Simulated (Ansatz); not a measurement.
Saddle point of SiH$_{4}$SO$_{3}$, closed shell (SiH₄SO₃ ([OH][Si]([OH])([OH])[SH]) → SiH₂O₃ ([O][Si]([OH])[OH]) + H₂S (still joined by a long Si–S bond); bonds formed: S2–H4; bonds broken: O3–H4; bonds weakened to dative contacts: Si1–S2), PBE0-D4/def2-TZVP structure:

Si1  (-0.409, -0.363, -0.062)
S2  (1.486, 0.936, 0.794)
O3  (-0.050, -1.455, 0.962)
H4  (1.202, -0.349, 1.334)
O5  (-1.706, 0.614, 0.067)
O6  (-0.078, -0.475, -1.647)
H7  (2.318, 0.431, -0.132)
H8  (-2.162, 0.577, 0.911)
H9  (-0.601, 0.083, -2.228)
(Å)

Energies are electronic, without zero-point energy. Barriers and step energies count from the start structure reached by relaxing down the imaginary mode; all methods use the PBE0-D4 structures, on which another method's saddle can fall below an end. Program: Ansatz 0.2.0. Basis: def2-TZVPP, with def2-QZVPP for the basis limit. Cores are frozen in the correlated methods. B3LYP uses VWN-RPA correlation. Extrapolation: Hartree–Fock as exp(−7.88 √X), correlation as X^−2.97.

```json
{"method": "SPW92", "barrier (eV)": "1.802", "step energy (eV)": "1.900"}
{"method": "PBE-D4", "barrier (eV)": "?", "step energy (eV)": "1.798"}
{"method": "BLYP-D4", "barrier (eV)": "1.831", "step energy (eV)": "1.704"}
{"method": "r2SCAN-D4", "barrier (eV)": "2.021", "step energy (eV)": "1.942"}
{"method": "B97M-V", "barrier (eV)": "2.129", "step energy (eV)": "2.002"}
{"method": "PBE0-D4", "barrier (eV)": "2.101", "step energy (eV)": "2.012"}
{"method": "B3LYP-D4", "barrier (eV)": "2.056", "step energy (eV)": "1.896"}
{"method": "r2SCAN0-D4", "barrier (eV)": "2.207", "step energy (eV)": "2.090"}
{"method": "BHLYP-D4", "barrier (eV)": "2.342", "step energy (eV)": "2.114"}
{"method": "CAM-B3LYP-D4", "barrier (eV)": "2.157", "step energy (eV)": "1.986"}
{"method": "wB97X-V", "barrier (eV)": "2.197", "step energy (eV)": "2.022"}
{"method": "wB97M-V", "barrier (eV)": "?", "step energy (eV)": "1.998"}
{"method": "B2PLYP", "barrier (eV)": "2.093", "step energy (eV)": "1.929"}
{"method": "PBE-QIDH", "barrier (eV)": "2.221", "step energy (eV)": "2.094"}
{"method": "RPA on PBE", "barrier (eV)": "2.099", "step energy (eV)": "1.899"}
{"method": "HF", "barrier (eV)": "?", "step energy (eV)": "2.305"}
{"method": "MP2", "barrier (eV)": "2.121", "step energy (eV)": "1.980"}
{"method": "CCSD", "barrier (eV)": "2.286", "step energy (eV)": "2.063"}
{"method": "CCSD(T)", "barrier (eV)": "2.175", "step energy (eV)": "2.001"}
```

Question: Fill in the withheld barriers. (To be estimated.)

Answer: The calculation gives: PBE-D4 1.831; HF 2.705; wB97M-V 2.157 eV. Each is the energy of the saddle less that of the start structure, by the same method.

For comparison, the barrier by CCSD(T) at an estimated basis limit (MP2 extrapolated from triple and quadruple zeta, plus CCSD(T) − MP2 in triple zeta) is 2.183 eV.

T1 diagnostic: at most 0.015.

Labels in which every atom is bracketed show which atoms are joined, not bond orders.

For scale, one of the runs: CCSD(T)/def2-TZVPP, 233 basis functions, launched by `ansatz run in.yaml --threads 4 --pin off --events-out ev --progress --plain --max-ram 9574MiB`. The run took 2 min on 4 CPU threads of an Arm Neoverse V2 (shared host), with 4.1 GiB of host memory at its peak.
